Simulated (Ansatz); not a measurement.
The cluster Co₃S₂⁺: single points at one geometry.

```yaml
crystal:
  periodic: [false, false, false]
  atoms:
    - {symbol: Co, position_ang: [1.227764, 0.374518, -0.137409]}
    - {symbol: Co, position_ang: [-0.291503, -1.257579, 0.027918]}
    - {symbol: Co, position_ang: [-0.936478, 0.883152, 0.109470]}
    - {symbol: S, position_ang: [0.195496, -0.007182, 1.727108]}
    - {symbol: S, position_ang: [-0.195279, 0.007091, -1.727096]}
basis:
  gaussian: {orbitals: def2-TZVP, initial_orbitals: start.molden}
total_charge: 1
correlation: {method: mp2}
scf: {omitted_lower_state_checks: [starts]}
output: {orbitals: {seedname: orbitals}}
```

The file start.molden holds the orbitals of an earlier run on this structure, at another level or in another basis.

```sh
$ ansatz run in.yaml --threads 4 --pin off --events-out ev --progress --plain --max-ram 4787MiB
```

Shortened log:

```
Functional definition: HF
1755 factors; integrals over basis functions are off by at most 7.3e-4 eV
mean field evaluation 1: about -134372.2126 eV, gradient 5.0e1 eV
mean field evaluation 2: about -134377.2801 eV, gradient 8.3e0 eV
mean field evaluation 4: about -134382.1837 eV, gradient 1.4e0 eV
mean field evaluation 8: about -134383.6257 eV, gradient 1.6e1 eV
mean field evaluation 16: about -134384.9377 eV, gradient 7.3e-1 eV
mean field evaluation 32: about -134384.9443 eV, gradient 4.4e-4 eV
mean field -134384.94433710 eV, -4938.5556150014 hartree, gradient 2.5e-6 eV, S^2 0.000000; 0 other end points of the search recorded, 0 dependent functions left out; unrestricted orbitals would lower it
mean field evaluation 64: about -134393.9998 eV, gradient 4.4e-2 eV
unrestricted determinant -134393.99984033 eV, -4938.8883986073 hartree, S^2 3.9507
25 core orbitals not correlated: weight in the atoms' cores, before any rotation towards them, 1.000 or more for the frozen orbitals, at most 0.000 for the correlated occupied ones
reference -134384.94433710 eV, -4938.5556150014 hartree; 31, 31 occupied and 153, 153 virtual orbitals, 1755 factors
second order -62.01284005 eV of doubles, -0.00000000 eV of singles
Total energy: -134446.95717714 eV, -4940.8345448394 hartree
Checks for a lower state left out: starts
```

Hardware: 4 threads of Intel Xeon on a shared host. Wall time 2.4 min, peak host memory 1.3 GiB.

The first input with `gaussian: {orbitals: STO-3G}`, `hamiltonian: {xc: hf}` and without the key `correlation` (abridged; 4.7 s):

```
Functional definition: HF
mean field evaluation 16: about -132920.6430 eV, gradient 2.9e0 eV
mean field evaluation 32: about -132921.2125 eV, gradient 2.7e-5 eV
mean field -132921.21250145 eV, -4884.7644621945 hartree, gradient 7.6e-6 eV, S^2 0.000000
Total energy: -132921.21250145 eV, -4884.7644621945 hartree
Checks for a lower state left out: starts
```

As the first input, with `hamiltonian: {xc: r2scan, dispersion: d4}` and without the key `correlation` (abridged; 8 s):

```
Functional definition: r2SCAN
mean field -134545.88919225 eV, -4944.4702293360 hartree, gradient 1.7e-5 eV, S^2 0.000000
Total energy: -134545.93631090 eV, -4944.4719609144 hartree
Checks for a lower state left out: starts
```

The first input with `hamiltonian: {xc: {name: PBE-QIDH}}` and without the key `correlation`, `output` (abridged; 69 s):

```
Functional definition: PBE-QIDH
mean field evaluation 16: about -134472.5321 eV, gradient 1.5e0 eV
mean field -134472.57905067 eV, -4941.7761313242 hartree, gradient 3.9e-6 eV, S^2 0.000000; unrestricted orbitals would lower it
25 core orbitals not correlated: weight in the atoms' cores, before any rotation towards them, 1.000 or more for the frozen orbitals, at most 0.000 for the correlated occupied ones
second order -76.29169681 eV of doubles, -0.00000000 eV of singles
Total energy: -134498.00962933 eV, -4942.7106878526 hartree
Checks for a lower state left out: starts
```

The first input with `gaussian: {orbitals: def2-SVP, initial_orbitals: start.molden}`, `hamiltonian: {xc: pbe, dispersion: d4}` and without the key `correlation` (abridged; 2.7 s):

```
Functional definition: PBE
mean field -134497.65072659 eV, -4942.6974984202 hartree, gradient 1.0e-5 eV, S^2 0.000000
Total energy: -134497.90542056 eV, -4942.7068582509 hartree
Checks for a lower state left out: starts
```

First input, but with `hamiltonian: {xc: {name: BLYP}, dispersion: d4}` and without the key `correlation` (abridged; 3.9 s):

```
Functional definition: BLYP
mean field -134556.46092922 eV, -4944.8587335037 hartree, gradient 8.5e-6 eV, S^2 0.000000
Total energy: -134557.00149825 eV, -4944.8785990493 hartree
Checks for a lower state left out: starts
```

As the first input, with `hamiltonian: {xc: pbe, dispersion: d4}`, `output: {forces: true, orbitals: {seedname: orbitals}}` and without the key `correlation` (abridged; 5.5 s):

```
Functional definition: PBE
mean field -134522.09745976 eV, -4943.5958992935 hartree, gradient 2.5e-5 eV, S^2 0.000000
Total energy: -134522.35212796 eV, -4943.6052581772 hartree
Atom 0 force     0.742700     0.231890    -0.082474 eV/Å
Atom 1 force    -0.182513    -0.754513     0.016793 eV/Å
Atom 2 force    -0.554197     0.519670     0.065863 eV/Å
Atom 3 force    -0.019665     0.002722    -0.147403 eV/Å
Atom 4 force     0.013676     0.000231     0.147221 eV/Å
Dipole moment:    -0.000262     0.000124    -0.000022 e Å
Checks for a lower state left out: starts
```

Geometry: r2SCAN-D4/def2-SVP.

Correlated methods freeze 25 core orbitals; core or outer-core shells of Co are correlated, in sets that lack core-valence functions. At MP2/def2-TZVP, PBE-QIDH/def2-TZVP the restricted singlet (for correlated methods, its reference) is unstable: a solution with broken spin symmetry lies lower. The restricted singlet is unstable towards broken spin symmetry in Hartree–Fock (as tested in another run); at HF/STO-3G this wasn't settled. The restricted singlet is unstable towards broken spin symmetry at other levels; at r2SCAN-D4/def2-TZVP, PBE-D4/def2-SVP, BLYP-D4/def2-TZVP, PBE-D4/def2-TZVP this wasn't settled. The structure comes from a short search, and lower isomers may exist.
